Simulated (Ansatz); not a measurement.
`CO[SiH](C)S` + `N#[C][GeH2][C]#N` → `C[SiH](S)C#N` + `C[O][GeH2][C]#N`  (redistribution)

Isolated molecules relaxed with PBE0-D4/def2-TZVP in Ansatz; ΔE leaves out vibrations. CCSD(T)/CBS adds triple-zeta CCSD(T) − MP2 to the extrapolated MP2 energy (def2 sets, frozen cores). For Ge outer-core shells are correlated without core-valence functions, which leaves a few kJ/mol of doubt a bond. Scalar relativity is left out up to krypton. One conformer a species, not always the lowest.

`CO[SiH](C)S`:

Cartesian coordinates in Å:
```
C 1.542 -1.318 0.677
O 0.214 -0.855 0.638
Si -0.241 0.542 -0.090
C -2.084 0.635 0.041
S 0.296 0.599 -2.167
H 2.209 -0.589 1.154
H 1.566 -2.240 1.260
H 1.916 -1.530 -0.331
H 0.464 1.683 0.557
H -2.450 1.593 -0.334
H -2.549 -0.165 -0.541
H -2.394 0.523 1.082
H 1.512 1.122 -1.946
```

`N#[C][GeH2][C]#N`:

Cartesian coordinates in Å:
```
N 1.723 2.113 -0.329
C 1.078 1.211 -0.022
Ge 0.031 -0.290 0.540
C -1.131 -0.703 -0.925
N -1.843 -0.977 -1.786
H 0.957 -1.474 0.783
H -0.814 0.120 1.739
```

`C[SiH](S)C#N`:

```xyz
10

C    -1.168   -0.261   -0.915
Si    0.038   -0.026    0.472
S     1.355   -1.695    0.512
C     1.012    1.523    0.157
N     1.615    2.486   -0.035
H    -1.779   -1.149   -0.739
H    -1.827    0.606   -0.991
H    -0.644   -0.380   -1.865
H    -0.607    0.189    1.787
H     2.004   -1.291    1.618
```

`C[O][GeH2][C]#N`:

```xyz
10

C     0.715    1.364   -0.864
O     0.264    0.720    0.307
Ge   -0.413   -0.903    0.153
C    -0.876   -1.370    1.957
N    -1.169   -1.691    3.023
H    -0.093    1.510   -1.593
H     1.528    0.811   -1.352
H     1.096    2.345   -0.576
H    -1.690   -0.891   -0.696
H     0.640   -1.895   -0.358
```

```json
{"species": "`CO[SiH](C)S`", "HF/def2-TZVPP energy (Eh)": "-841.89310"}
{"species": "`N#[C][GeH2][C]#N`", "HF/def2-TZVPP energy (Eh)": "-2261.22492"}
{"species": "`C[SiH](S)C#N`", "HF/def2-TZVPP energy (Eh)": "-819.68583"}
{"species": "`C[O][GeH2][C]#N`", "HF/def2-TZVPP energy (Eh)": "-2283.41330"}
```

Question: Work out ΔE.

Answer: ΔE = (-819.68583) + (-2283.41330) − (-841.89310) − (-2261.22492) = 0.01889 Eh = +11.9 kcal/mol. CCSD(T)/CBS gives +12.1 kcal/mol.

Largest T1 diagnostic among the species: 0.014.

From PBE to PBE0 (25 % exact exchange), in def2-TZVPP and without D4, ΔE moves by +0.7 kcal/mol.
